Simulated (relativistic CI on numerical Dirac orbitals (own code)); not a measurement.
# As I: calculation against measurement

Calculated at this level of theory: Dirac-Coulomb-Breit CI, orbitals from a KLI potential per configuration, QED by a radiative potential, valence Slater integrals scaled by 0.85, P86 correlation energy added to each configuration (own radial code, finite nucleus).

Configuration list (outside the closed core [Ar] 3d10): 4s²4p³, 4s²4p²5s, 4s²4p²4d, 4s4p⁴, 4s²4p²5p, 4s²4p²6s, 4s²4p²6p, 4s²4p²5d, 4s²4p²4f, 4s²4p4d², 4s²4p²6d, 4s²4p²5f, 4s²4p²5g, 4s²4p²6f. Levels of other configurations are missing.

| Configuration | Term (tabulated) | J | Measured (cm⁻¹) | Computed | Error | Purity (%) |
| --- | --- | --- | --- | --- | --- | --- |
| 4s²4p³ | 4S° | 3/2 | 0.0 | 0 | 0 | 99 |
| 4s²4p³ | 2D° | 3/2 | 10592.7 | 11957 | 1364 | 96 |
| 4s²4p³ | 2D° | 5/2 | 10914.9 | 12257 | 1342 | 100 |
| 4s²4p³ | 2P° | 1/2 | 18186.3 | 19722 | 1535 | 99 |
| 4s²4p³ | 2P° | 3/2 | 18647.7 | 20204 | 1556 | 95 |
| 4s²4p²5s | 4P | 1/2 | 50693.9 | 52169 | 1475 | 96 |
| 4s²4p²5s | 4P | 3/2 | 51610.4 | 53074 | 1464 | 97 |
| 4s²4p²5s | 4P | 5/2 | 52898.1 | 54390 | 1491 | 98 |
| 4s²4p²5s | 2P | 1/2 | 53135.8 | 54910 | 1774 | 94 |
| 4s²4p²5s | 2P | 3/2 | 54605.5 | 56426 | 1821 | 92 |
| 4s²4p²5s | 2D | 5/2 | 60815.2 | 63236 | 2421 | 91 |
| 4s²4p²5s | 2D | 3/2 | 60835.0 | 63286 | 2451 | 94 |

Measured levels from NIST Handbook of Basic Atomic Spectroscopic Data (Sansonetti and Martin, J. Phys. Chem. Ref. Data 34, 1559 (2005)); pairs were made by configuration, J and term (by order where the table uses no LS term), so strongly mixed levels may be paired wrongly.

Mean error by configuration (cm⁻¹): 4s²4p³ 1450; 4s²4p²5s 1843. Over the excited levels the mean absolute error is 1700 cm⁻¹ (11 of the 11 excited levels that our extract of the source holds in range could be paired), and the median relative error of those above 1,000 cm⁻¹ is 4 %.
